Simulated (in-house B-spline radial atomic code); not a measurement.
## Lu6+: [Kr] 4d10 (4f5/2)5 (4f7/2)8 5s2 (5p1/2)2 (5p3/2)1 (7f7/2)1 (an excited or competing configuration)

Method: Dirac-Hartree-Fock, average of the jj configuration, Fermi nucleus of rms radius 5.37 fm. Calculated with an all-electron radial atomic-structure program (B-spline basis).

Screening seen three ways: the hydrogenic charge with the same mean radius, Z_r = [3n² - l(l+1)]/(2<r>), the one with the same energy, Z_e = n√(-2ε), and Slater's rules. Values are occupation-weighted means over j. An effective charge above Z reflects the relativistic contraction of the inner shells.

```tsv
shell	electrons	ε (eV)	<r> (bohr)	Z_r	Z_e	Slater
1s	2	-63812	0.01932	77.64	68.48	70.70
2s	2	-11077	0.08118	73.91	57.07	66.85
2p	6	-9806.6	0.07253	68.94	53.69	66.85
3s	2	-2646.4	0.2116	63.80	41.84	59.75
3p	6	-2253.4	0.2111	59.20	38.61	59.75
3d	10	-1754.4	0.1925	54.56	34.07	49.85
4s	2	-636.75	0.4781	50.20	27.36	43.25
4p	6	-504.01	0.5066	45.40	24.35	43.25
4d	10	-322.08	0.5462	38.45	19.46	31.85
5s	2	-161.24	1.119	33.50	17.21	15.25
5p	3	-129.82	1.232	29.62	15.44	15.25
4f	13	-122.12	0.6503	27.68	11.98	20.80
7f	1	-18.206	7.004	9.64	8.10	7.00
```

The least bound orbital is 7f7/2 at -18.21 eV, and it is also the most diffuse (<r> = 7.004 bohr).

For the 1s electron the small component carries 7.11 % of the norm, the zero-frequency Breit interaction raises the level by 212.1 eV, self-energy by 130.8 eV, and vacuum polarisation lowers it by 23.65 eV.

The density falls to 0.001 bohr⁻³ at 2.564 bohr; Σ<r²> = 76.816 bohr² gives, by the non-relativistic formula and without the paramagnetism of open shells, a Langevin diamagnetic susceptibility of -60.84×10⁻⁶ cm³/mol.
